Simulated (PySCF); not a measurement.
**Mayer bond orders and bond lengths**

Compound: N-formylmorpholine, C₅H₉NO₂.
Atom-mapped SMILES: `[O:1]=[CH:2][N:3]1[CH2:4][CH2:5][O:6][CH2:7][CH2:8]1` (hydrogens: H9 on C2; H10, H11 on C4; H12, H13 on C5; H14, H15 on C7; H16, H17 on C8)

Structure used (PBE0-D3(BJ)/def2-SVP), in Å, numbered top down from 1:
```xyz
17
C5H9NO2 angstrom
O      2.7455   -1.1535    0.3851
C      2.1458   -0.1270    0.1637
N      0.8542   -0.0435   -0.2509
C      0.0531   -1.2326   -0.4418
C     -1.2402   -1.0981    0.3446
O     -1.9084    0.0977    0.0291
C     -1.1297    1.2278    0.3139
C      0.1738    1.2090   -0.4723
H      2.6076    0.8843    0.2801
H     -0.1750   -1.3599   -1.5159
H      0.6488   -2.0932   -0.1069
H     -1.0153   -1.1368    1.4300
H     -1.9273   -1.9228    0.1061
H     -0.8996    1.2771    1.3984
H     -1.7290    2.1108    0.0469
H      0.8284    2.0370   -0.1583
H     -0.0460    1.3388   -1.5486
```

Bond orders from the PBE0/pcSseg-1 density (PySCF). The structure is a single PBE0-D3(BJ)/def2-SVP conformer in the gas phase; no vibrational or solvent corrections.

Q: How far do the computed orders between heavy atoms stray from the drawn ones?

A: The largest departure is 0.155, at C2–N3 (drawn single, 1.155). Drawn single, order above 1.12: C2–N3 (1.155).

Q: Give the Mayer order of every bond, beside its length.

A: 
| bond | drawn as | length (Å) | Mayer order |
| --- | --- | --- | --- |
| O1–C2 | double | 1.209 | 1.898 |
| C2–N3 | single | 1.359 | 1.155 |
| N3–C4 | single | 1.446 | 0.894 |
| C4–C5 | single | 1.520 | 1.034 |
| C5–O6 | single | 1.406 | 0.929 |
| O6–C7 | single | 1.402 | 0.942 |
| C7–C8 | single | 1.522 | 1.024 |
| C8–N3 | single | 1.442 | 0.931 |
| C2–H9 | single | 1.118 | 0.929 |
| C4–H10 | single | 1.105 | 0.938 |
| C4–H11 | single | 1.099 | 0.932 |
| C5–H12 | single | 1.109 | 0.932 |
| C5–H13 | single | 1.100 | 0.956 |
| C7–H14 | single | 1.110 | 0.931 |
| C7–H15 | single | 1.100 | 0.954 |
| C8–H16 | single | 1.101 | 0.940 |
| C8–H17 | single | 1.106 | 0.932 |

Bonds between the same two heavy elements. C–O: lowest C5–O6 (0.929, 1.406 Å), highest O1–C2 (1.898, 1.209 Å). C–N: lowest N3–C4 (0.894, 1.446 Å), highest C2–N3 (1.155, 1.359 Å). C–C: all 2 within 0.02 of one another (1.024 to 1.034).

Q: Sum the orders of all bonds at each heavy atom with more than one neighbour and set the sums beside the valence in the SMILES.

A: C2 3.982 (drawn 4), N3 2.980 (drawn 3), C4 3.798 (drawn 4), C5 3.851 (drawn 4), O6 1.871 (drawn 2), C7 3.851 (drawn 4), C8 3.827 (drawn 4). Orders between atoms that aren't bonded are not in these sums.

Mayer orders depend on the basis set.
